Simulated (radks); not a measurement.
Ta+, 72 electrons, occupied as [Xe] 4f14 5d3 6s1. Calculated with a radial shooting solver on a logarithmic mesh with Libxc functionals: Dirac Kohn-Sham, Slater X-alpha with alpha = 0.754, spin-unpolarised, spherical densities, finite nucleus; open shells fill j = l - 1/2 first; Fermi nuclear charge, rms radius 5.3507 fm.

Normalised radial functions P(r) = r R(r) (large component), r in bohr:

| r | 5s1/2 | 6s1/2 | 5d5/2 |
|---|---|---|---|
| 0.001467 | 0.0823 | 0.0272 | 0.0000 |
| 0.001988 | 0.1018 | 0.0336 | 0.0000 |
| 0.002694 | 0.1238 | 0.0409 | 0.0000 |
| 0.003652 | 0.1470 | 0.0486 | 0.0001 |
| 0.004949 | 0.1685 | 0.0557 | 0.0003 |
| 0.006707 | 0.1833 | 0.0606 | 0.0006 |
| 0.00909 | 0.1836 | 0.0607 | 0.0014 |
| 0.01232 | 0.1585 | 0.0524 | 0.0032 |
| 0.0167 | 0.0970 | 0.0320 | 0.0070 |
| 0.02263 | -0.0065 | -0.0022 | 0.0149 |
| 0.03067 | -0.1398 | -0.0462 | 0.0303 |
| 0.04156 | -0.2584 | -0.0854 | 0.0578 |
| 0.05633 | -0.2832 | -0.0934 | 0.1009 |
| 0.07634 | -0.1372 | -0.0450 | 0.1556 |
| 0.1026 | 0.1514 | 0.0506 | 0.1995 |
| 0.1391 | 0.4004 | 0.1323 | 0.1919 |
| 0.1885 | 0.3028 | 0.0981 | 0.0847 |
| 0.2555 | -0.1886 | -0.0659 | -0.1128 |
| 0.3463 | -0.5995 | -0.1966 | -0.2870 |
| 0.4693 | -0.3514 | -0.0991 | -0.2769 |
| 0.636 | 0.4472 | 0.1717 | -0.0302 |
| 0.8619 | 1.0655 | 0.3210 | 0.3332 |
| 1.168 | 1.0401 | 0.1442 | 0.6255 |
| 1.583 | 0.6015 | -0.2544 | 0.7289 |
| 2.146 | 0.2120 | -0.5857 | 0.6466 |
| 2.908 | 0.0427 | -0.6467 | 0.4575 |
| 3.941 | 0.0043 | -0.4580 | 0.2519 |
| 5.341 | 0.0002 | -0.2070 | 0.0998 |
| 7.239 | 0.0000 | -0.0549 | 0.0254 |
| 9.81 | 0.0000 | -0.0075 | 0.0036 |

5s1/2: eigenvalue -80.271 eV, 4 radial nodes at r = 0.0223, 0.0888, 0.231, 0.542 bohr, <r> = 1.10 bohr, 90 % of the charge inside 1.58 bohr. 6s1/2: eigenvalue -11.359 eV, 5 radial nodes at r = 0.0223, 0.0887, 0.230, 0.529, 1.32 bohr, <r> = 3.05 bohr, 90 % of the charge inside 4.45 bohr. 5d5/2 (empty): eigenvalue -10.027 eV, 2 radial nodes at r = 0.217, 0.653 bohr, <r> = 2.12 bohr, 90 % of the charge inside 3.37 bohr.
